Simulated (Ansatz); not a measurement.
Consider the atomization: `OC([SiH3])Br` → Br• + C• + 5 H• + O• + Si•.

Program: Ansatz. Geometries: PBE0-D4/def2-TZVP. ΔE: electronic, gas phase. CBS: MP2 limit from def2 TZ/QZ plus the TZ coupled-cluster correction, frozen cores. This one scheme is used for every species, atoms too. DFT in def2-TZVPP. HSE06 is defined as in plane-wave codes. No spin–orbit coupling; open shells (•) take unrestricted orbitals. Spin–orbit coupling would lower the free atoms: a little for C, O, Si; clearly for Br. For Br outer-core shells are correlated without core-valence functions, so the limit isn't a true one: a few kJ/mol of doubt a bond, and 10 to 20 or more in all where bonds break to atoms. Scalar relativity is left out up to krypton. Each species was taken in one conformer, which may not be the lowest.

| level | ΔE (eV) | difference from CCSD(T)/CBS |
| --- | --- | --- |
| revPBE-D4 | 29.67 | -0.40 |
| BLYP-D4 | 29.82 | -0.25 |
| B97M-V | 29.87 | -0.20 |
| HSE06-D4 | 29.84 | -0.23 |
| ωB97M-V | 29.96 | -0.11 |
| B2PLYP | 29.50 | -0.57 |
| PBE0 | 29.65 | -0.42 |
| r2SCAN0 | 29.44 | -0.63 |
| HSE06 | 29.68 | -0.39 |
| LC-ωPBE | 29.56 | -0.51 |
| MP2/def2-SVP | 28.21 | -1.86 |
| HF/def2-TZVPP | 21.19 | -8.88 |
| SCS-MP2/def2-TZVPP | 29.47 | -0.60 |
| CCSD/def2-TZVPP | 28.69 | -1.38 |
| CCSD(T)/def2-TZVPP | 29.17 | -0.90 |
| SCS-MP2/def2-QZVPP | 30.05 | -0.02 |
| CCSD(T)/CBS | 30.07 | 0 |

Largest T1 diagnostic among the species: 0.012.

From PBE to PBE0 (25 % exact exchange), in def2-TZVPP and without D4, ΔE moves by −0.54 eV: exact exchange takes away binding that semilocal exchange gives to molecules. In def2-TZVPP, CCSD(T) changes the Hartree–Fock value by +7.98 eV (the triples alone add +0.48 eV) and MP2 by +8.38 eV; breaking electron pairs costs correlation energy, which Hartree–Fock lacks. At CCSD(T), def2-SVP lies −2.11 eV from the extrapolated value and def2-TZVPP −0.90 eV: correlation converges slowly with the basis, and small sets miss more of it in the bonded molecule than in its fragments.

For atomizations the MP2-based limit and the directly extrapolated one differ by several kJ/mol either way, and by 10 to 25 for some Ge, Se and Sn compounds, so smaller differences from it don't rank the levels.
